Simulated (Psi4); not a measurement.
thallium atom (Tl), doublet (core potentials on Tl); BHHLYP/def2-SV(P) in Psi4.

Here is a job for Psi4.
```
memory 2 GB

molecule mol {
0 2
Tl    0.000000    0.000000    0.000000
}

set {
  basis def2-sv(p)
  reference uks
}

energy('bhhlyp')
print_variables()
```

Question: What does Psi4 print? Leave out banner, timings and long lists.

Answer: 
```
   => Loading Basis Set <=

    Name: DEF2-SV(P)
    Role: ORBITAL
    Keyword: BASIS

    !!!  WARNING: ECP capability is in beta. Please check occupations closely.  !!!

         ---------------------------------------------------------
                                   SCF
               by Justin Turney, Rob Parrish, Andy Simmonett
                          and Daniel G. A. Smith
                              UKS Reference
         ---------------------------------------------------------

  ==> Geometry <==

    Molecular point group: d2h
    Geometry (in Angstrom), charge = 0, multiplicity = 2:

       Center              X                  Y                   Z               Mass
    ------------   -----------------  -----------------  -----------------  -----------------
         TL           0.000000000000     0.000000000000     0.000000000000   204.974427800000

  Running in d2h symmetry.

  Rotational constants: A = ************  B = ************  C = ************ [cm^-1]
  Rotational constants: A = ************  B = ************  C = ************ [MHz]
  Nuclear repulsion =    0.000000000000000

  Charge       = 0
  Multiplicity = 2
  Electrons    = 21
  Nalpha       = 11
  Nbeta        = 10

  ==> Algorithm <==

  SCF Algorithm Type is DF.
  DIIS enabled.
  MOM disabled.
  Fractional occupation disabled.
  Guess Type is CORE.
  Energy threshold   = 1.00e-06
  Density threshold  = 1.00e-06
  Integral threshold = 1.00e-12

  ==> Primary Basis <==

  Basis Set: DEF2-SV(P)
    Blend: DEF2-SV(P)
    Number of shells: 10
    Number of basis functions: 26
    Number of Cartesian functions: 28
    Spherical Harmonics?: true
    Max angular momentum: 2

  Core potential: DEF2-SV(P)
    Number of shells: 4
    Number of ECP primitives: 26
    Number of ECP core electrons: 60
    Max angular momentum: 3

  ==> DFT Potential <==

   => LibXC <=

    Version 7.1.2
    S. Lehtola, C. Steigemann, M. J. T. Oliveira, and M. A. L. Marques,  SoftwareX 7, 1–5 (2018) (10.1016/j.softx.2017.11.002)

   => Composite Functional: BHANDHLYP <=

    BHandHLYP Hyb-GGA Exchange-Correlation Functional

    A. D. Becke,  J. Chem. Phys. 98, 1372 (1993) (10.1063/1.464304)
    Defined through Gaussian implementation.

    Deriv               =              1
    GGA                 =           TRUE
    Meta                =          FALSE

    Exchange Hybrid     =           TRUE
    MP2 Hybrid          =          FALSE

   => Exchange Functionals <=

[...]
   @S   Observed:                5.000000000E-01

    Orbital Energies [Eh]
    ---------------------

    Alpha Occupied:

[...]
    Alpha Virtual:

[...]
    Beta Occupied:

[...]
       4Ag    -0.395572

    Beta Virtual:

[...]
       8Ag    56.190570

    Final Occupation by Irrep:
             Ag   B1g   B2g   B3g    Au   B1u   B2u   B3u
    DOCC [     4,    1,    1,    1,    0,    1,    1,    1 ]
    SOCC [     0,    0,    0,    0,    0,    1,    0,    0 ]
    NA   [     4,    1,    1,    1,    0,    2,    1,    1 ]
    NB   [     4,    1,    1,    1,    0,    1,    1,    1 ]

  @DF-UKS Final Energy:  -172.37619293001052

   => Energetics <=

    Nuclear Repulsion Energy =              0.0000000000000000
    One-Electron Energy =                -301.5584503350202681
    Two-Electron Energy =                 137.0253307854667639
    DFT Exchange-Correlation Energy =      -7.8430733804570130
    Empirical Dispersion Energy =           0.0000000000000000
    VV10 Nonlocal Energy =                  0.0000000000000000
    Total Energy =                       -172.3761929300105180

  UHF NO Occupations:
  HONO-2 :    1B3g 1.9999568
  HONO-1 :    4 Ag 1.9990015
  HONO-0 :    2B1u 1.0000000
  LUNO+0 :    5 Ag 0.0009985
  LUNO+1 :    2B3g 0.0000432
  LUNO+2 :    2B2g 0.0000432
  LUNO+3 :    2B1g 0.0000004

Computation Completed

Properties will be evaluated at   0.000000,   0.000000,   0.000000 [a0]

Properties computed using the SCF density matrix

 Multipole Moments:

 ------------------------------------------------------------------------------------
     Multipole            Electronic (a.u.)      Nuclear  (a.u.)        Total (a.u.)
 ------------------------------------------------------------------------------------

 L = 1.  Multiply by 2.5417464519 to convert [e a0] to [Debye]
 Dipole X            :          0.0000000            0.0000000            0.0000000
 Dipole Y            :          0.0000000            0.0000000            0.0000000
 Dipole Z            :          0.0000000            0.0000000            0.0000000
 Magnitude           :                                                    0.0000000

 ------------------------------------------------------------------------------------

  Variable Map:
  ----------------------------------------------------------------------------
[...]
  Array Variable Map:
  ----------------------------------------------------------------------------
[...]
[...]
```
